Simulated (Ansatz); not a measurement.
Start from `C[CH2][SnH2][F]` and change one atom or group to get `B[CH2][SnH2][F]`.

Ansatz, PBE0-D4/def2-TZVP geometries, multiplicity 1. Each molecule was computed in one conformer, which needn't be the lowest.

Elements past krypton have def2 core potentials.

```csv
property,`C[CH2][SnH2][F]`
HOMO–LUMO gap (B3LYP/def2-TZVPP) / eV,7.27
HOMO energy (PBE/def2-TZVPP) / eV,-6.90
LUMO energy (PBE0/def2-TZVPP) / eV,-0.41
HOMO energy (PBE0/def2-TZVPP) / eV,-8.14
LUMO energy (PBE/def2-TZVPP) / eV,-1.19
LUMO energy (ωB97M-V/def2-TZVPP) / eV,1.05
```

(1) Give the same properties after the change, and the shifts. (Estimate.)

Results:

(1) The calculation gave: 
| property | `B[CH2][SnH2][F]` | shift |
| --- | --- | --- |
| HOMO–LUMO gap (B3LYP/def2-TZVPP) / eV | 6.85 | -0.42 |
| HOMO energy (PBE/def2-TZVPP) / eV | -7.53 | -0.63 |
| LUMO energy (PBE0/def2-TZVPP) / eV | -1.43 | -1.02 |
| HOMO energy (PBE0/def2-TZVPP) / eV | -8.75 | -0.61 |
| LUMO energy (PBE/def2-TZVPP) / eV | -2.37 | -1.18 |
| LUMO energy (ωB97M-V/def2-TZVPP) / eV | 0.44 | -0.61 |

With PBE0 the HOMO falls by 0.61 eV and the LUMO falls by 1.02 eV, so the gap narrows by about 0.41 eV. PBE moves the HOMO by -0.63 eV and ωB97M-V by -0.58 eV.

B3LYP here is the variant with VWN-RPA as its local correlation; programs differ in this.
